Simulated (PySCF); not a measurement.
CdGeH4S, SMILES [GeH3][Cd][SH].

Coordinates come from a B3LYP-D3(BJ)/def2-SVP optimisation. The structure was generated by enumeration; whether it is a known compound was not checked. The def2 effective core potentials stand for the cores of Cd; spin–orbit coupling is left out. The values are those of a single conformer.

Level of theory: B3LYP-D3(BJ)/def2-SVP (PySCF).

Frequencies are harmonic and unscaled.

A small imaginary wavenumber (i) marks a very flat motion, where grid noise or a shallow saddle decides the sign.

Computed vibrational spectrum:
```
mode  ν (cm⁻¹)  IR (km/mol)  Raman (Å⁴/amu)  depolarisation  moving atoms (share of kinetic energy)
----  --------  -----------  --------------  --------------  --------------------------------------
1          20i         11.0             2.1            0.75                                  H 98 %
2           66          3.7             0.3            0.75                Cd 43 %, S 40 %, Ge 13 %
3           68          4.2             0.2            0.69                Cd 43 %, S 38 %, Ge 13 %
4          197          0.5            32.4            0.23                Ge 62 %, S 19 %, Cd 17 %
5          344         38.0            16.3            0.32                         S 63 %, Cd 32 %
6          410          3.1             0.9            0.68                                  H 95 %
7          415          4.2             0.5            0.74                                  H 94 %
8          601          6.6             0.7            0.44                                  H 94 %
9          786        347.2             6.4            0.73                                  H 97 %
10         888         35.8            27.7            0.75                                  H 99 %
11         889         36.2            28.0            0.75                                  H 99 %
12        2100        107.5           372.8            0.01                                 H 100 %
13        2110        116.3           189.6            0.71                                  H 98 %
14        2112        115.0           181.5            0.75                                  H 98 %
15        2656          4.4           158.0            0.30                                  H 97 %
```
